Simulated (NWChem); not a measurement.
Molecule: C₄H₂BF; SMILES C#CB(F)C#C

Results from NWChem. The geometry was optimised at B3LYP/6-31G* (spherical d). Level PBE/def2-SVP: energy and gradient on several grids; changes count from the extra-fine grid, which is no exact limit either.

Which is the coarsest grid (coarse; xfine; medium; fine; xcoarse) from which on the energy stays within 50 μHa and each gradient component within 100 μHa/bohr of xfine?

medium.
```json
[
 {"grid": "xcoarse", "size of the energy change (μHa)": "3000", "largest change of a gradient component (μHa/bohr)": "7000"},
 {"grid": "coarse", "size of the energy change (μHa)": "20", "largest change of a gradient component (μHa/bohr)": "300"},
 {"grid": "medium", "size of the energy change (μHa)": "< 10", "largest change of a gradient component (μHa/bohr)": "< 30"},
 {"grid": "fine", "size of the energy change (μHa)": "< 10", "largest change of a gradient component (μHa/bohr)": "< 30"},
 {"grid": "xfine", "size of the energy change (μHa)": "< 10", "largest change of a gradient component (μHa/bohr)": "< 30"}
]
```
